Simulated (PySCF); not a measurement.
Job file and geometry (Å, from GFN2-xTB) of an NMR shielding run on SMILES C=C[B-]1(C=C)OC(=O)C(=O)O1, [C$_{6}$H$_{6}$BO$_{4}$]-, GIAO PBE0/pcSseg-1 NMR shielding, non-relativistic, gas phase in PySCF 2.14.0, density-fitted response routines; density fitting, a coarse starting grid and PySCF grid level 2 are the driver's defaults:

```
$ OMP_NUM_THREADS=1 python probes_run.py task.json out

{"job": {"kind": "nmr", "xc": "PBE0", "basis": "pcSseg-1"}, "charge": -1, "multiplicity": 1}
C     -1.674422    -2.020484    -0.175683
C     -0.731633    -1.268962    -0.718586
B      0.015311    -0.032081    -0.004118
C      1.479687    -0.467103     0.510733
C      2.624595    -0.188046    -0.089018
O      0.076967     1.156385    -0.953075
C     -0.561306     2.170227    -0.452741
O     -0.687416     3.258046    -0.980859
C     -1.131345     1.760675     0.920011
O     -1.782580     2.470874     1.661377
O     -0.797535     0.528104     1.154197
H     -2.138921    -2.855370    -0.687399
H     -2.032484    -1.823948     0.822301
H     -0.404529    -1.500080    -1.728319
H      1.504829    -1.057827     1.422078
H      2.645471     0.397801    -0.994132
H      3.588313    -0.516182     0.283322
```

**Question.** Write the output of this run.

**Answer.** 
```
coarse grid: 15672 points
cycle   1  E = -557.0090431272  dE =  2.003e+00  |g| = 1.346e+00  |ddm| = 3.893e+00
cycle   2  E = -556.2568404071  dE =  7.522e-01  |g| = 2.482e+00  |ddm| = 2.800e+00
cycle   3  E = -557.3237239956  dE = -1.067e+00  |g| = 3.954e-01  |ddm| = 1.951e+00
cycle   4  E = -557.3509436578  dE = -2.722e-02  |g| = 1.726e-01  |ddm| = 4.280e-01
cycle   5  E = -557.3560296635  dE = -5.086e-03  |g| = 4.165e-02  |ddm| = 1.358e-01
cycle   6  E = -557.3563970398  dE = -3.674e-04  |g| = 1.011e-02  |ddm| = 3.325e-02
cycle   7  E = -557.3564188845  dE = -2.184e-05  |g| = 4.247e-03  |ddm| = 1.005e-02
cycle   8  E = -557.3564229034  dE = -4.019e-06  |g| = 9.043e-04  |ddm| = 3.530e-03
final grid: 155520 points
cycle   9  E = -557.4606794231  dE = -3.214e-05  |g| = 1.645e-02  |ddm| = 3.083e-02
cycle  10  E = -557.4606017340  dE =  7.769e-05  |g| = 2.651e-02  |ddm| = 2.815e-02
cycle  11  E = -557.4607258764  dE = -1.241e-04  |g| = 3.998e-03  |ddm| = 1.835e-02
cycle  12  E = -557.4607289340  dE = -3.058e-06  |g| = 7.208e-04  |ddm| = 2.959e-03
cycle  13  E = -557.4607290265  dE = -9.253e-08  |g| = 1.659e-04  |ddm| = 6.456e-04
cycle  14  E = -557.4607290333  dE = -6.730e-09  |g| = 2.104e-05  |ddm| = 1.729e-04
cycle  15  E = -557.4607290333  dE = -7.640e-11  |g| = 8.950e-06  |ddm| = 2.312e-05
converged SCF energy = -557.4607290333

GIAO shielding tensors (ppm)
atom      isotropic    diamagn.    paramagn.     s11        s22        s33       span
  0 C       68.978     254.128    -185.150    -44.489     85.302    166.120    210.609
  1 C       23.196     260.428    -237.232   -110.957     17.999    162.546    273.503
  2 B       98.655     182.950     -84.295     91.091    100.152    104.720     13.629
  3 C       23.207     260.409    -237.202   -110.895     17.986    162.531    273.426
  4 C       68.975     254.143    -185.168    -44.535     85.376    166.084    210.619
  5 O       80.518     403.053    -322.536   -154.500    149.566    246.487    400.988
  6 C       18.633     248.893    -230.260    -68.211     60.606     63.505    131.716
  7 O      -57.548     396.715    -454.263   -290.893   -213.145    331.394    622.288
  8 C       18.632     248.878    -230.246    -68.218     60.616     63.500    131.718
  9 O      -57.604     396.719    -454.322   -291.037   -213.165    331.391    622.428
 10 O       80.582     403.058    -322.476   -154.400    149.741    246.404    400.804
 11 H       26.580      29.666      -3.086     23.732     25.689     30.319      6.587
 12 H       26.412      33.080      -6.667     23.631     24.968     30.639      7.009
 13 H       25.211      33.106      -7.895     20.917     26.194     28.523      7.606
 14 H       25.211      33.099      -7.888     20.924     26.188     28.523      7.599
 15 H       26.412      33.078      -6.666     23.630     24.962     30.644      7.014
 16 H       26.573      29.659      -3.086     23.725     25.686     30.309      6.583
```

Size and cost of the density-fitted run: 217 basis functions, 77 s wall time on 1 thread of an Arm Neoverse N1, shared host; peak memory 1 GiB.
